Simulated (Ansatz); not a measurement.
**A barrier at the coupled-cluster level**

Start structure (SiNH₉O₂, closed shell), relaxed at PBE0-D4/def2-TZVP:

Si1  (-1.115, -0.427, -1.273)
H2  (0.265, -0.870, -0.934)
H3  (-1.162, 0.702, -2.219)
H4  (-1.899, -0.203, -0.028)
O5  (-1.851, -1.654, -2.126)
H6  (0.628, 1.215, 0.642)
O7  (0.085, 1.625, -0.066)
H8  (1.797, -0.663, 1.136)
N9  (1.725, 0.168, 1.711)
H10  (-1.964, -2.490, -1.674)
H11  (-0.555, 2.185, 0.377)
H12  (2.660, 0.536, 1.834)
H13  (1.387, -0.122, 2.621)
(Å)

The step: SiH₄O ([OH][SiH3]) + H₂O + NH₃ → SiH₄O₂ ([OH][SiH2][OH]) + NH₃ + H₂; bonds formed: Si1–O7, H2–H8, H6–N9; bonds broken: Si1–H2, H6–O7, H8–N9. Computed with Ansatz 0.2.0 (basis: def2-TZVPP and def2-QZVPP); correlated methods freeze the cores. Extrapolation: Hartree–Fock as exp(−7.88 √X), correlation as X^−2.97. Energies below are by CCSD(T) at an estimated basis limit (MP2 extrapolated from triple and quadruple zeta, plus CCSD(T) − MP2 in triple zeta).

Problem. What are the electronic barrier and the energy of the step, from the start structure to the end structure? (Judge from chemistry; the value comes from the calculation.)

Solution. By the calculation: Barrier 1.047 eV; step energy -0.933 eV (downhill); reverse barrier, their difference, 1.980 eV. Barrier and step energy count from the start structure, the reverse barrier from the end structure.

The saddle point: One imaginary mode of 299i cm⁻¹.
```
  pair  start (Å)  saddle (Å)  end (Å)
Si1–O7       2.67        1.79     1.65
 H2–H8       2.58        1.50     0.75
 H6–N9       1.86        1.14     1.01
Si1–H2       1.49        1.65     4.63
 H6–O7       0.98        1.37     4.38
 H8–N9       1.01        1.06     3.34
```

Zero-point energy (harmonic, PBE0-D4): ZPE is 2.736 eV at the start and 2.741 eV at the saddle, so the barrier goes from 1.047 to 1.052 eV.

T1 diagnostic: at most 0.012.

Labels in which every atom is bracketed show which atoms are joined, not bond orders.

For scale, one of the runs: CCSD(T)/def2-TZVPP, 261 basis functions, launched by `ansatz run in.yaml --threads 8 --pin off --events-out ev --progress --plain --max-ram 19148MiB`. The run took 86 s on 8 CPU threads of an AMD EPYC 7R43 (shared host), with 6.4 GiB of host memory at its peak.
